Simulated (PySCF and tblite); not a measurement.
The numbers below are computed, except where a source is named.
2 diastereomers of C₁₀H₁₈, numbered alike:

| isomer | SMILES | descriptors (one enantiomer) |
| --- | --- | --- |
| A | [CH2:1]=[CH:2][C@H:3]([CH2:4][CH3:5])[C@H:6]([CH:7]=[CH2:8])[CH2:9][CH3:10] | 3S, 6S |
| B | [CH2:1]=[CH:2][C@@H:3]([CH2:4][CH3:5])[C@H:6]([CH:7]=[CH2:8])[CH2:9][CH3:10] | 3R, 6S |

Each isomer is a Boltzmann average at 298.15 K over at most 4 conformers: GFN2-xTB geometries, energies PBE0/6-31G* (D3(BJ) added where defined), GIAO shieldings PBE0/6-31G*, GFN2-xTB thermal terms. Programs: PySCF with density fitting and tblite.

Question: What shifts does each isomer give (ppm; of two unlike H on one atom, a is the less shielded)?

Answer: 
A: ¹H (against TMS): 5.99 (H2/H7, 2H), 5.25 (H1a/H8a, 2H), 5.18 (H1b/H8b, 2H), 2.24 (H3/H6, 2H), 1.71 (H4a/H9a, 2H), 1.63 (H4b/H9b, 2H), 0.98 (H5/H10, 6H). ¹³C (against TMS): 134.6 (C2/C7), 112.5 (C1/C8), 51.4 (C3/C6), 28.6 (C4/C9), 14.5 (C5/C10).

B: ¹H (against TMS): 5.96 (H2/H7, 2H), 5.26 (H1a/H8a, 2H), 5.20 (H1b/H8b, 2H), 2.04 (H3/H6, 2H), 1.96 (H4a/H9a, 2H), 1.28 (H4b/H9b, 2H), 0.95 (H5/H10, 6H). ¹³C (against TMS): 136.5 (C2/C7), 112.8 (C1/C8), 51.8 (C3/C6), 28.1 (C4/C9), 14.0 (C5/C10).

The conformer set may be incomplete (the search or the number kept was capped). Shifts are unscaled: against experiment ¹³C can be off by 15 ppm or more and ¹H by 0.8 ppm.
